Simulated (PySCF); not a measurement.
## Sn: ionisation energy

Sn [Kr] 4d10 5s2 5p2 (3P) → Sn⁺ [Kr] 4d10 5s2 5p1 (2P), as a difference of total energies. All numbers are calculated (PySCF 2.14, a scalar-relativistic core potential, in aug-cc-pwCVTZ-PP with ECP28MDF). Correlated levels: valence: 4s2 4p6 4d10 frozen. The calculations carry no spin-orbit coupling.

| method | ionisation energy (eV) | error (eV) |
| --- | --- | --- |
| UHF | 6.848 | -0.541 |
| MP2 (valence) | 7.160 | -0.229 |
| SCS-MP2 (valence) | 7.093 | -0.296 |
| CCSD (valence) | 7.189 | -0.200 |
| CCSD(T) (valence) | 7.217 | -0.172 |

Reference: 7.389 eV (measured; NIST levels, between the centres of gravity of the two terms).

Errors of the correlated levels include the incompleteness of this basis and the frozen core.
